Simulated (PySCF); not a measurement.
**Electronic structure of V³⁺ (vanadium, charge +3) at the MN15 level**

Configuration: [Ar] 3d2, high-spin 3F determinant. Calculation: PySCF 2.14, in aug-cc-pVDZ (7s6p4d2f, 59 functions); no relativity, point nucleus.

| Property | Result |
| --- | --- |
| Total energy | -942.011 hartree |
| One-electron energy | -1265.514 hartree |
| Hartree (Coulomb) energy | 367.735 hartree |
| Exchange-correlation energy | -44.232 hartree |
| Kinetic energy | 939.43102 hartree |
| ⟨S²⟩ | 2.0001 |
| ⟨L²⟩ | 12.000 |
| Sum of ⟨r⟩ | 12.67 bohr |
| Sum of ⟨r²⟩ | 13.41 bohr² |
| Density at the nucleus (Gaussians lack the cusp) | 8110 bohr⁻³ |
| Spin density at the nucleus | -0.302 bohr⁻³ |
| Langevin diamagnetic susceptibility | -10.6 ×10⁻⁶ cm³/mol |

| shell | electrons | mean orbital energy (eV) | rms radius, mean of both spins (bohr) |
| --- | --- | --- | --- |
| 1s β | 1 | -5348.6 | 0.0777 |
| 1s α | 1 | -5348.5 | 0.0777 |
| 2s α | 1 | -627.85 | 0.341 |
| 2s β | 1 | -627.37 | 0.341 |
| 2p α | 3 | -544.88 | 0.304 |
| 2p β | 3 | -544.32 | 0.304 |
| 3s α | 1 | -107.16 | 1.02 |
| 3s β | 1 | -105.91 | 1.02 |
| 3p α | 3 | -82.698 | 1.10 |
| 3p β | 3 | -80.845 | 1.10 |
| 3d α | 2 | -42.003 | 1.27 |
